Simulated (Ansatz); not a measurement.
`Cl[B]1[NH][GaH]1` + H₂ → `[BH]1[NH][GaH]1` + HCl at 400 K and 1 bar (hydrogenolysis of a B–Cl bond).

Computed with Ansatz on PBE0-D4/def2-TZVP structures; ΔE is electronic, products minus reactants. CCSD(T)/CBS is the MP2 limit (def2-TZVPP, def2-QZVPP) plus CCSD(T) − MP2 in def2-TZVPP, frozen cores. This one scheme is used for every species. For Ga outer-core shells are correlated without core-valence functions, which leaves a few kJ/mol of doubt a bond. Scalar relativity is left out up to krypton.

```csv
species,CCSD(T)/CBS energy (Eh),H − E (kJ/mol),S (J/(mol·K))
`Cl[B]1[NH][GaH]1`,-2464.45671,95.2,337.4
H₂,-1.17544,38.0,139.0
`[BH]1[NH][GaH]1`,-2005.22639,109.1,300.7
HCl,-460.38127,29.6,195.4
```

H − E and S are ideal-gas, rigid-rotor, harmonic terms from PBE0-D4/def2-TZVP. The MP2-based limit puts H₂ 0.8 mEh under its directly extrapolated value; such offsets cancel only in part. 1 Eh = 2625.50 kJ/mol, R = 8.31446 J/(mol·K).

Q: By hand: ΔE, ΔH, ΔS and ΔG.

A: ΔE = (-2005.22639) + (-460.38127) − (-2464.45671) − (-1.17544) = 0.02449 Eh = 64.3 kJ/mol. Δ(H − E) = 109.1 + 29.6 − 95.2 − 38.0 = 5.5, so ΔH = 69.8 kJ/mol. ΔS = 300.7 + 195.4 − 337.4 − 139.0 = 19.7 J/(mol·K). ΔG = 69.8 − 400 × (19.7)/1000 = 61.9 kJ/mol.

Q: By hand: the equilibrium constant, and the temperature at which ΔG would vanish if ΔH and ΔS stayed fixed.

A: log₁₀ K = −ΔG/(RT ln 10) = -8.1. ΔG = 0 at ΔH/ΔS = 3543 K, far beyond where these terms or the molecules hold.

ΔH outweighs TΔS. A doubt of 5 kJ/mol in ΔE shifts log₁₀ K by 0.7 here. These are equilibria of isolated gas molecules and say nothing of rates. Largest T1 diagnostic: 0.016 (customary marks: 0.02 for closed shells, 0.045 for open ones).
